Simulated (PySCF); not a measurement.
Compound: diethylsilane, C4H12Si.
Z-matrix (Å and degrees, GFN2-xTB geometry), rows numbered from 1:
```
C 
C   1  1.5240
Si  2  1.9048  1  112.91
C   3  1.9056  2  109.66  1  -175.77
C   4  1.5253  3  113.31  2    70.44
H   1  1.0874  2  110.55  3    60.81
H   1  1.0892  2  111.08  3  -179.04
H   1  1.0874  2  110.59  3   -58.78
H   2  1.0918  1  108.72  3  -122.76
H   2  1.0922  1  108.80  3   121.87
H   3  1.4702  2  109.32  1    64.12
H   3  1.4699  2  110.03  1   -55.58
H   4  1.0907  3  109.26  2  -168.03
H   4  1.0914  3  110.01  2   -51.76
H   5  1.0894  4  110.98  3   179.55
H   5  1.0879  4  110.89  3   -60.37
H   5  1.0878  4  110.51  3    59.55
```

Level of theory: CAM-B3LYP/def2-SVPD in PySCF (dipole) on a GFN2-xTB geometry, gas phase.

Take the most abundant isotopes and a rigid rotor. The values belong to one conformer with, in the numbering `[CH3:1][CH2:2][SiH2:3][CH2:4][CH3:5]`, C1–C2–Si3–C4 -176°, C2–Si3–C4–C5 70°.

Give the principal moments of inertia and the rotational constants in MHz.

Ia = 65.22, Ib = 281.44, Ic = 312.45 u·Å²; 505379 MHz·u·Å²/I gives A = 7748, B = 1796, C = 1617 MHz.

What kind of rotor is it?

A near-prolate asymmetric top; Ray's κ = -0.942.

Is it planar, by Δ = Ic − Ia − Ib?

Not planar: Δ = Ic − Ia − Ib = -34.21 u·Å². For a rigid frame Δ = −2 Σ m c², so Σ m c² = 17.10 u·Å² lies off the ab plane: 10.96 from hydrogen and 6.14 from heavier atoms. The atom farthest from that plane is 1.62 Å away.

Give the other two planar moments, Paa and Pbb, and the rms extents of the mass along the axes.

Paa = Σ m a² = (Ib + Ic − Ia)/2 = 264.34 and Pbb = Σ m b² = (Ia + Ic − Ib)/2 = 48.12 u·Å². With the mass M = 88.07 u, the rms extents √(P/M) along a, b and c are 1.73, 0.74, 0.44 Å.

Give the coordinates in the principal-axis frame, origin at the centre of mass.

The sense of each axis is arbitrary; atoms in the order of the calculation.
```csv
atom,mass (u),a (Å),b (Å),c (Å)
C1,12.000,2.674,0.356,-0.152
C2,12.000,1.266,0.597,0.378
Si3,27.977,0.032,-0.754,-0.152
C4,12.000,-1.718,-0.295,0.447
C5,12.000,-2.322,0.887,-0.304
H6,1.008,2.676,0.345,-1.239
H7,1.008,3.357,1.136,0.183
H8,1.008,3.054,-0.602,0.195
H9,1.008,0.926,1.577,0.036
H10,1.008,1.304,0.650,1.468
H11,1.008,0.434,-2.038,0.440
H12,1.008,0.025,-0.883,-1.616
H13,1.008,-2.375,-1.158,0.332
H14,1.008,-1.699,-0.065,1.513
H15,1.008,-3.323,1.111,0.062
H16,1.008,-1.710,1.779,-0.180
H17,1.008,-2.391,0.668,-1.367
```

List the rotational levels J(Ka,Kc) to J = 2 (K).

Above 0(0,0), as E/k:
J = 1: 1(0,1) 0.164, 1(1,1) 0.449, 1(1,0) 0.458
J = 2: 2(0,2) 0.491, 2(1,2) 0.769, 2(1,1) 0.794, 2(2,1) 1.651, 2(2,0) 1.651

Which lines would a microwave search look for?

The dipole components are |μa| = 0.16 D, |μb| = 0.51 D, |μc| = 0.34 D. Intensities carry the squares of the components, which stand as 0.10 : 1.00 : 0.45 (a : b : c). Some lines, for components of 0.1 D or more:

| type | branch | J(Ka,Kc) | MHz | lower level (cm⁻¹) |
| --- | --- | --- | --- | --- |
| a | Q | 3(1,2) ← 3(1,3) | 1069 | 0.867 |
| a | Q | 4(1,3) ← 4(1,4) | 1782 | 1.310 |
| c | Q | 4(1,4) ← 4(0,4) | 5199 | 1.137 |
| c | Q | 2(1,2) ← 2(0,2) | 5778 | 0.341 |
| b | Q | 3(1,2) ← 3(0,3) | 6594 | 0.682 |
| a | R | 2(1,2) ← 1(1,1) | 6648 | 0.312 |
| a | R | 3(2,2) ← 2(2,1) | 10239 | 1.148 |
| a | R | 3(2,1) ← 2(2,0) | 10255 | 1.148 |
| b | R | 2(1,2) ← 1(0,1) | 12601 | 0.114 |
| a | R | 4(1,4) ← 3(1,3) | 13288 | 0.867 |
| c | Q | 2(2,1) ← 2(1,1) | 17858 | 0.552 |
| b | Q | 2(2,0) ← 2(1,1) | 17862 | 0.552 |
| b | R | 4(1,4) ← 3(0,3) | 18813 | 0.682 |
| b | R | 2(2,1) ← 1(1,0) | 24863 | 0.318 |
| c | R | 2(2,1) ← 1(1,1) | 25041 | 0.312 |
| b | R | 3(2,1) ← 2(1,2) | 28652 | 0.534 |
| b | R | 4(2,3) ← 3(1,2) | 31243 | 0.902 |
| c | R | 3(3,0) ← 2(2,0) | 40447 | 1.148 |
| c | R | 3(3,1) ← 2(2,1) | 40451 | 1.148 |
| b | R | 3(3,0) ← 2(2,1) | 40451 | 1.148 |
| c | Q | 4(4,1) ← 4(3,1) | 42285 | 2.953 |
| b | Q | 4(4,0) ← 4(3,1) | 42285 | 2.953 |
| b | R | 4(3,2) ← 3(2,1) | 43852 | 1.490 |
| c | R | 4(3,1) ← 3(2,1) | 43853 | 1.490 |
| b | R | 4(4,0) ← 3(3,1) | 55946 | 2.497 |

Estimate the classical rotational partition function at 10 K, 50 K and 298.15 K.

Point group C1, symmetry number σ = 1; q = (√π/σ)·√((kT/h)³/(ABC)), k/h = 20836.6 MHz/K: 1120 at 10 K, 12600 at 50 K, 183000 at 298.15 K.

No GFN2-xTB frequencies stand behind this structure, so it isn't proved a minimum. No vibrational averaging or centrifugal distortion is included, and the geometry carries the error of its method. A rigid rotor knows nothing of internal rotation, which can split or shift real lines.
